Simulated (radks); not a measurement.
Q: These are the eigenvalues of the occupied orbitals of an atom or ion with whole-number occupations (eV). Method: scalar-relativistic Kohn-Sham, LDA (Slater exchange, Perdew-Zunger correlation), spin-polarised, spherical densities, finite nucleus; Fermi nuclear charge, rms radius of each element as measured or else 0.836 A^(1/3) + 0.57 fm; computed with a radial shooting solver on a logarithmic mesh with Libxc functionals.

orbital  eigenvalue
1s down   -46626.27
1s up     -46626.27
2s up     -7619.716
2s down   -7619.651
2p up     -6800.895
2p down   -6800.850
3s up     -1668.942
3s down   -1667.060
3p up     -1412.862
3p down   -1410.997
3d up     -1064.913
3d down   -1063.451
4s up     -332.3151
4s down   -327.8731
4p up     -248.1059
4p down   -243.6835
4d up     -129.8765
4d down   -125.5125
5s up      -44.2054
5s down    -41.7306
5p up      -23.9585
5p down    -22.0851
6s up       -3.8124
4f up       -3.7680
6s down     -3.5818

Which element is it, and in what charge state? The configuration may be excited. Open shells, if any, are filled with parallel spins first.

A: Z = 62, samarium, charge 0: Sm in [Xe] 4f6 6s2. The list shows which subshells hold electrons but not how many an open one holds; the 1s level, -1713.5 hartree, gives Z - s = 58.5 by -(Z - s)^2/2, which with screening and relativity narrows Z to a few neighbours, and the depths of the outer levels then fix element, charge and occupations together.
